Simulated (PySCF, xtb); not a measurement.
Hf(OH)3(H) (H4HfO3), SMILES [OH][HfH]([OH])[OH], multiplicity 1. The values are those of a single conformer.

Harmonic wavenumbers (cm⁻¹) from GFN2-xTB run with xtb 6.7.1 at its own minimum, in rising order: 92, 93, 117, 160, 228, 230, 369, 370, 413, 452, 452, 493, 494, 510, 1399, 3596, 3597, 3599.

Task: What does PySCF 2.14.0 with PBE-D3(BJ)/def2-SVP give at its own minimum? (Estimate from the structure and the level; the computed values follow.)

Result: 101, 132, 159, 160, 263, 264, 338, 339, 370, 524, 524, 691, 691, 702, 1670, 3886, 3887, 3890. Paired by order, the mean absolute difference is 119 cm⁻¹ and the zero-point energies are 23.8 and 26.6 kcal/mol.
